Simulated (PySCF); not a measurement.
C3H10FNSi, SMILES N(C)(C[SiH2]F)C. Geometry: B3LYP-D3(BJ)/def2-SVP. This is a generated structure with no PubChem entry under its InChIKey; it may be hypothetical. One conformer was computed; it need not be the lowest.

Computed equilibrium geometry at B3LYP-D3(BJ)/def2-SVP (PySCF confirms it by a frequency run) as bond lengths and angles (one conformer of several):
Atoms: C1 N2 C3 C4 Si5 F6 H7 H8 H9 H10 H11 H12 H13 H14 H15 H16. Bonded distances (Å): C1–N2 1.450, C1–H7 1.115, C1–H8 1.101, C1–H9 1.101, N2–C3 1.449, N2–C4 1.457, C3–H10 1.101, C3–H11 1.116, C3–H12 1.100, C4–Si5 1.883, C4–H13 1.118, C4–H14 1.105, Si5–F6 1.632, Si5–H15 1.490, Si5–H16 1.487. Bond angles (°): N2–C1–H7 113.1, N2–C1–H8 110.2, N2–C1–H9 109.9, H7–C1–H8 107.9, H7–C1–H9 107.7, H8–C1–H9 107.8, C1–N2–C3 111.8, C1–N2–C4 112.8, C3–N2–C4 112.7, N2–C3–H10 110.1, N2–C3–H11 112.8, N2–C3–H12 110.7, H10–C3–H11 107.8, H10–C3–H12 107.7, H11–C3–H12 107.6, N2–C4–Si5 113.8, N2–C4–H13 113.1, N2–C4–H14 108.8, Si5–C4–H13 110.8, Si5–C4–H14 104.3, H13–C4–H14 105.2, C4–Si5–F6 108.7, C4–Si5–H15 109.2, C4–Si5–H16 113.7, F6–Si5–H15 107.6, F6–Si5–H16 107.3, H15–Si5–H16 110.2.
